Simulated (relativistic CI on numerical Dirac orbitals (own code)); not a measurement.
**Ne⁶⁺: calculation against measurement**

Computed by Dirac-Coulomb-Breit CI, KLI orbitals optimised for each configuration, a model potential for QED, unscaled Slater integrals (own radial code, finite nucleus).

Configuration list (outside the closed core 1s2): 2s², 2s2p, 2p², 2p3s, 2p3p, 2s3s, 2s3p, 2s3d, 2s4s, 2s4p, 2s4d, 2s4f, 2s5s, 2s5p, 2s5d, 2s5f, 2s5g, 3s², 3s3p, 3p². Levels of other configurations are missing.

```tsv
Configuration	Term (tabulated)	J	Measured (cm⁻¹)	Computed	Error	Purity (%)
2s²	1S	0	0.0	0	0	94
2s2p	1P° †	1	214952.0	227674	12722	100
2s3s	1S	0	998250.0	997204	-1046	96
2s3p	1P°	1	1025690.0	1027479	1789	90
2s3d	1D	2	1071900.0	1075311	3411	98
2p3p	3P †	0	1172000.0	1172154	154	100
2p3p	1S †	0	1193000.0	1211417	18417	92
2s4s	1S	0	1307080.0	1309933	2853	96
2s4p	1P°	1	1319870.0	1321085	1215	99
2s4d	1D	2	1333920.0	1334838	918	100
2s5p	1P°	1	1444040.0	1447942	3902	100
2s5d	1D	2	1456680.0	1454992	-1688	100
```

Measured levels from NIST levels in Podobedova, Fuhr, Reader and Wiese, J. Phys. Chem. Ref. Data 33, 525 (2004); pairs were made by configuration, J and term (by order where the table uses no LS term), so strongly mixed levels may be paired wrongly.

Mean error by configuration (cm⁻¹): 2s3s -1046; 2s3p 1789; 2s3d 3411; 2s4s 2853; 2s4p 1215; 2s4d 918; 2s5p 3902; 2s5d -1688. Over the excited levels the mean absolute error is 2103 cm⁻¹ (11 of the 11 excited levels that our extract of the source holds in range could be paired), and the median relative error of those above 1,000 cm⁻¹ is 0.15 %. † marks terms whose computed intervals miss the measured ones by more than a factor of 2.5, or configurations far off the rest, from wrong mixing, a near crossing or a doubtful label or measurement; they are left out of the means.
